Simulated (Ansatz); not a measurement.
Calculation: PBE0-D3(BJ)/def2-TZVP (Ansatz, a quantum-chemistry and plane-wave program). No frequencies were computed at this level.

Ansatz 0.2 input:
```yaml
crystal:
  periodic: [false, false, false]
  atoms:
    - { symbol: Sn, position_ang: [-0.000033, 0.000018, -0.000128] }
    - { symbol: H, position_ang: [1.293341, -1.004702, -0.05091] }
    - { symbol: H, position_ang: [0.500971, 1.546298, -0.20808] }
    - { symbol: H, position_ang: [-1.049439, -0.399597, -1.193346] }
    - { symbol: H, position_ang: [-0.744841, -0.142017, 1.452464] }
basis:
  gaussian: { orbitals: def2-tzvp }
hamiltonian:
  xc: pbe0
  dispersion: d3bj
relax:
  max_steps: 150
```

Output:

```
Functional definition: PBE0
637 factors; their error is unknown
mean field evaluation 1: about -5895.2768 eV, gradient 1.0e1 eV
mean field evaluation 2: about -5895.5115 eV, gradient 4.4e0 eV
mean field evaluation 4: about -5895.5392 eV, gradient 3.7e-2 eV
mean field evaluation 8: about -5895.6142 eV, gradient 5.6e-3 eV
mean field -5895.61422636 eV, -216.6598266278 hartree, gradient 4.4e-5 eV, S^2 0.000000; 0 other end points of the search recorded, 0 dependent functions left out
reference -5895.61426186 eV, -216.6598279326 hartree; 13, 13 occupied and 61, 61 virtual orbitals, 637 factors
relax step   1: F+E_penalty+E_count = -5895.66097220 eV  Δ(F+E_penalty+E_count) = +0.000e0 eV  max|allowed force component| = 1.002e0 eV/Å  Δτ_max = 0.0000 Å  (20 SCF iters, accepted)
these checks for a lower state are left out or cut short: starts, cluster_reference, orbital_swaps, neighbouring_geometries, increment
637 factors; their error is unknown
mean field evaluation 16: about -5895.7363 eV, gradient 7.2e-5 eV
mean field -5895.73627070 eV, -216.6643116748 hartree, gradient 9.1e-6 eV, S^2 0.000000; 0 other end points of the search recorded, 0 dependent functions left out
reference -5895.73630619 eV, -216.6643129789 hartree; 13, 13 occupied and 61, 61 virtual orbitals, 637 factors
relax step   2: F+E_penalty+E_count = -5895.78247311 eV  Δ(F+E_penalty+E_count) = -1.215e-1 eV  max|allowed force component| = 2.559e-1 eV/Å  Δτ_max = 0.0852 Å  (24 SCF iters, accepted)
these checks for a lower state are left out or cut short: starts, cluster_reference, orbital_swaps, neighbouring_geometries, increment
637 factors; their error is unknown
mean field -5895.74699136 eV, -216.6647056518 hartree, gradient 8.0e-6 eV, S^2 0.000000; 0 other end points of the search recorded, 0 dependent functions left out
reference -5895.74702686 eV, -216.6647069563 hartree; 13, 13 occupied and 61, 61 virtual orbitals, 637 factors
relax step   3: F+E_penalty+E_count = -5895.79332684 eV  Δ(F+E_penalty+E_count) = -1.085e-2 eV  max|allowed force component| = 2.166e-2 eV/Å  Δτ_max = 0.0216 Å  (24 SCF iters, accepted)
these checks for a lower state are left out or cut short: starts, cluster_reference, orbital_swaps, neighbouring_geometries, increment
637 factors; their error is unknown
mean field -5895.74707597 eV, -216.6647087611 hartree, gradient 4.7e-5 eV, S^2 0.000000; 0 other end points of the search recorded, 0 dependent functions left out
reference -5895.74711147 eV, -216.6647100656 hartree; 13, 13 occupied and 61, 61 virtual orbitals, 637 factors
relax step   4: F+E_penalty+E_count = -5895.79340131 eV  Δ(F+E_penalty+E_count) = -7.447e-5 eV  max|allowed force component| = 2.312e-4 eV/Å  Δτ_max = 0.0017 Å  (16 SCF iters, accepted)
637 factors; their error is unknown
mean field evaluation 32: about -5895.7471 eV, gradient 4.7e-5 eV
mean field -5895.74707597 eV, -216.6647087611 hartree, gradient 4.7e-5 eV, S^2 0.000000; 1 other end points of the search recorded, 0 dependent functions left out
reference -5895.74711147 eV, -216.6647100656 hartree; 13, 13 occupied and 61, 61 virtual orbitals, 637 factors
Total energy: -5895.79343680 eV, -216.6664124902 hartree
Atom 0 at     0.000001    -0.000018     0.000023 Å, force    -0.000004     0.000084    -0.000107 eV/Å
Atom 1 at     1.344827    -1.044639    -0.053074 Å, force     0.000090    -0.000122     0.000084 eV/Å
Atom 2 at     0.520798     1.607625    -0.216430 Å, force     0.000101     0.000231     0.000032 eV/Å
Atom 3 at    -1.091064    -0.415380    -1.240804 Å, force    -0.000176    -0.000121    -0.000116 eV/Å
Atom 4 at    -0.774563    -0.147588     1.510285 Å, force    -0.000012    -0.000072     0.000107 eV/Å
Dipole moment:     0.000001    -0.000020     0.000026 e Å
```

Cost: roughly 8 core-seconds.
